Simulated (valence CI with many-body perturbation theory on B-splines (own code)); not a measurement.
## Co13+: calculated level list

Calculated by configuration interaction combined with many-body perturbation theory (CI+MBPT): four valence electrons over a frozen Dirac-Fock core [Ne], radial functions for each j: 11 s, 11 p, 10 d, 8 f, 5 g, 2 h, with the one-electron correlation potential Σ1 (screened to all orders), the two-electron term Σ2, the three-electron term Σ3, Breit, model QED; selected single and double excitations, second order for the rest, scaled by the run's own slope (own B-spline code, finite nucleus).

No measured spectrum was set against this ion. As an estimate, levels of excited configurations hold to 0.05 to 0.15 % of their energy, terms of the ground configuration to about 0.5 %. Among the levels kept, up to 560 cm⁻¹ of a level comes from second order outside the variational space, and about a tenth of that is noise between levels of different J, which matters for small intervals.

Levels 1 to 45 of 171, with energies above the lowest level, 3s²3p² ³P_0. "Leading %" is the weight of the configuration and term that name the level; weights of strongly mixed levels are sums over their largest components and can fall short. In the jj column 3d3/2^4 stands for four electrons in 3d with j = 3/2.

| No. | Configuration | Term | J | E (eV) | Leading % | g | Second component | Leading jj |
| --- | --- | --- | --- | --- | --- | --- | --- | --- |
| 1 | 3s²3p² | ³P | 0 | 0.000 | 93 |  | 4 % 3s²3p² ¹S | 3s^2 3p1/2^2 (82 %) |
| 2 | 3s²3p² | ³P | 1 | 1.468 | 97 | 1.500 |  | 3s^2 3p1/2 3p3/2 (97 %) |
| 3 | 3s²3p² | ³P | 2 | 2.813 | 86 | 1.441 | 11 % 3s²3p² ¹D | 3s^2 3p1/2 3p3/2 (65 %) |
| 4 | 3s²3p² | ¹D | 2 | 6.828 | 85 | 1.058 | 11 % 3s²3p² ³P | 3s^2 3p3/2^2 (65 %) |
| 5 | 3s²3p² | ¹S | 0 | 12.569 | 91 |  | 4 % 3s²3p² ³P | 3s^2 3p3/2^2 (81 %) |
| 6 | 3s3p³ | ⁵S° | 2 | 28.999 | 98 | 1.994 |  | 3s 3p1/2 3p3/2^2 (52 %) |
| 7 | 3s3p³ | ³D° | 1 | 38.539 | 83 | 0.544 | 10 % 3s²3p3d ³D° | 3s 3p1/2^2 3p3/2 (38 %) |
| 8 | 3s3p³ | ³D° | 2 | 38.565 | 82 | 1.190 | 10 % 3s²3p3d ³D° | 3s 3p1/2 3p3/2^2 (57 %) |
| 9 | 3s3p³ | ³D° | 3 | 39.040 | 88 | 1.333 | 10 % 3s²3p3d ³D° | 3s 3p1/2 3p3/2^2 (88 %) |
| 10 | 3s3p³ | ³P° | 0 | 44.141 | 89 |  | 9 % 3s²3p3d ³P° | 3s 3p1/2 3p3/2^2 (89 %) |
| 11 | 3s3p³ | ³P° | 1 | 44.268 | 85 | 1.461 | 9 % 3s²3p3d ³P° | 3s 3p1/2 3p3/2^2 (61 %) |
| 12 | 3s3p³ | ³P° | 2 | 44.375 | 75 | 1.447 | 9 % 3s²3p3d ³P° | 3s 3p3/2^3 (47 %) |
| 13 | 3s3p³ | ¹D° | 2 | 48.602 | 52 | 1.034 | 38 % 3s²3p3d ¹D° | 3s 3p1/2 3p3/2^2 (38 %) |
| 14 | 3s3p³ | ³S° | 1 | 55.389 | 72 | 1.760 | 21 % 3s3p³ ¹P° | 3s 3p1/2 3p3/2^2 (54 %) |
| 15 | 3s²3p3d | ³F° | 2 | 57.193 | 96 | 0.671 |  | 3s^2 3p1/2 3d3/2 (75 %) |
| 16 | 3s²3p3d | ³F° | 3 | 58.222 | 96 | 1.084 |  | 3s^2 3p1/2 3d5/2 (52 %) |
| 17 | 3s3p³ | ¹P° | 1 | 58.692 | 65 | 1.233 | 22 % 3s3p³ ³S° | 3s 3p3/2^3 (54 %) |
| 18 | 3s²3p3d | ³F° | 4 | 59.774 | 97 | 1.250 |  | 3s^2 3p3/2 3d5/2 (97 %) |
| 19 | 3s²3p3d | ³P° | 2 | 64.594 | 44 | 1.267 | 22 % 3s²3p3d ¹D° | 3s^2 3p1/2 3d5/2 (67 %) |
| 20 | 3s²3p3d | ³P° | 1 | 65.752 | 49 | 1.070 | 36 % 3s²3p3d ³D° | 3s^2 3p1/2 3d3/2 (61 %) |
| 21 | 3s²3p3d | ¹D° | 2 | 66.497 | 34 | 1.146 | 22 % 3s3p³ ¹D° | 3s^2 3p3/2 3d5/2 (36 %) |
| 22 | 3s²3p3d | ³P° | 0 | 66.853 | 88 |  | 9 % 3s3p³ ³P° | 3s^2 3p3/2 3d3/2 (88 %) |
| 23 | 3s²3p3d | ³D° | 1 | 67.469 | 48 | 0.935 | 38 % 3s²3p3d ³P° | 3s^2 3p3/2 3d3/2 (76 %) |
| 24 | 3s²3p3d | ³D° | 3 | 67.793 | 85 | 1.327 | 10 % 3s3p³ ³D° | 3s^2 3p3/2 3d5/2 (54 %) |
| 25 | 3s²3p3d | ³D° | 2 | 67.863 | 62 | 1.247 | 22 % 3s²3p3d ³P° | 3s^2 3p3/2 3d3/2 (46 %) |
| 26 | 3s²3p3d | ¹F° | 3 | 74.100 | 95 | 1.003 |  | 3s^2 3p3/2 3d3/2 (39 %) |
| 27 | 3s²3p3d | ¹P° | 1 | 75.978 | 85 | 0.994 | 9 % 3s3p³ ¹P° | 3s^2 3p3/2 3d5/2 (62 %) |
| 28 | 3p⁴ | ³P | 2 | 80.372 | 53 | 1.438 | 30 % 3s3p²3d ³P | 3p1/2^2 3p3/2^2 (58 %) |
| 29 | 3p⁴ | ³P | 1 | 82.335 | 58 | 1.498 | 38 % 3s3p²3d ³P | 3p1/2 3p3/2^3 (58 %) |
| 30 | 3p⁴ | ³P | 0 | 82.712 | 57 |  | 36 % 3s3p²3d ³P | 3p1/2^2 3p3/2^2 (32 %) |
| 31 | 3p⁴ | ¹D | 2 | 83.860 | 57 | 1.061 | 24 % 3s3p²3d ¹D | 3p1/2 3p3/2^3 (59 %) |
| 32 | 3s3p²3d | ⁵F | 1 | 84.443 | 97 | 0.024 |  | 3s 3p1/2^2 3d3/2 (42 %) |
| 33 | 3s3p²3d | ⁵F | 2 | 84.784 | 95 | 1.018 |  | 3s 3p1/2 3p3/2 3d3/2 (46 %) |
| 34 | 3s3p²3d | ⁵F | 3 | 85.326 | 94 | 1.263 | 5 % 3s3p²3d ⁵D | 3s 3p1/2 3p3/2 3d3/2 (43 %) |
| 35 | 3s3p²3d | ⁵F | 4 | 86.099 | 95 | 1.356 | 5 % 3s3p²3d ⁵D | 3s 3p1/2 3p3/2 3d5/2 (64 %) |
| 36 | 3s3p²3d | ⁵F | 5 | 87.083 | 99 | 1.398 |  | 3s 3p3/2^2 3d5/2 (57 %) |
| 37 | 3s3p²3d | ⁵D | 0 | 87.635 | 98 |  |  | 3s 3p1/2 3p3/2 3d3/2 (82 %) |
| 38 | 3s3p²3d | ⁵D | 1 | 87.727 | 96 | 1.482 |  | 3s 3p1/2 3p3/2 3d3/2 (63 %) |
| 39 | 3s3p²3d | ⁵D | 2 | 87.885 | 92 | 1.474 |  | 3s 3p1/2 3p3/2 3d3/2 (39 %) |
| 40 | 3s3p²3d | ⁵D | 3 | 88.126 | 87 | 1.469 | 5 % 3s3p²3d ⁵F | 3s 3p1/2 3p3/2 3d3/2 (26 %) |
| 41 | 3s3p²3d | ⁵D | 4 | 88.561 | 86 | 1.469 | 9 % 3s3p²3d ³F | 3s 3p1/2 3p3/2 3d5/2 (56 %) |
| 42 | 3s3p²3d | ³F | 2 | 90.584 | 91 | 0.678 | 6 % 3s²3d² ³F | 3s 3p1/2 3p3/2 3d3/2 (37 %) |
| 43 | 3s3p²3d | ³F | 3 | 91.280 | 87 | 1.103 | 6 % 3s²3d² ³F | 3s 3p1/2 3p3/2 3d5/2 (35 %) |
| 44 | 3s3p²3d | ³F | 4 | 92.344 | 83 | 1.272 | 9 % 3s3p²3d ⁵D | 3s 3p3/2^2 3d5/2 (69 %) |
| 45 | 3s3p²3d | ⁵P | 3 | 93.648 | 95 | 1.658 |  | 3s 3p1/2 3p3/2 3d5/2 (50 %) |

Names give the largest LS component (configuration and term), which can be under half, so a name can repeat, a term be missing and a line seem to break the LS rules; names also repeat where a configuration has a term twice.

The ionisation energy to 3s²3p ²P°1/2 of the next ion comes out as 409.36 eV (NIST: 410 ± 1 eV (semi-empirical)). All 171 levels together are meant to be complete up to 159.972 eV.
